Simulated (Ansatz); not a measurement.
Computed with Ansatz on PBE0-D4/def2-TZVP structures; ΔE is electronic, products minus reactants. CBS: MP2 limit from def2 TZ/QZ plus the TZ coupled-cluster correction, frozen cores. Functionals use def2-TZVPP. Elements past krypton have def2 core potentials. For Ge, Zr outer-core shells are correlated without core-valence functions, which leaves a few kJ/mol of doubt a bond. Scalar relativity is left out up to krypton. Each species was taken in one conformer, which may not be the lowest.

Reaction (redistribution): `[Cl][Zr]([Cl])([Cl])[Cl]` + `[CH3][GeH]([NH2])[F]` → `[F][Zr]([Cl])([Cl])[Cl]` + `[CH3][GeH]([NH2])[Cl]`

CCSD(T)/CBS gives -5.5 kcal/mol.

Task: Another level gave -6.0 kcal/mol. Which?
A. r2SCAN/def2-TZVPP
B. CCSD/def2-TZVPP
C. revPBE/def2-TZVPP
D. MP2/def2-TZVPP

Result: B. CCSD/def2-TZVPP -6.0, revPBE -8.3, r2SCAN -7.1, MP2/def2-TZVPP -5.0 kcal/mol.

Task: What do rigid-rotor, harmonic-oscillator terms from PBE0-D4/def2-TZVP frequencies (298.15 K, 1 bar) make of the CCSD(T)/CBS value? (Best estimate.)

Result: The calculation gave: ΔZPE = +0.1 kcal/mol, ΔH = -5.5 kcal/mol, ΔS = 10 J/(mol·K), ΔG = -6.2 kcal/mol.

Largest T1 diagnostic among the species: 0.016.

From BLYP to BHLYP (50 % exact exchange), in def2-TZVPP and without D4, ΔE moves by +1.2 kcal/mol. Leaving LDA and LC-ωPBE aside and taking each functional with its dispersion term where it has one, the values, not all of them listed here, spread over 2.5 kcal/mol, from revPBE-D4 to BHLYP-D4. LDA lies +0.8 kcal/mol from PBE without D4.
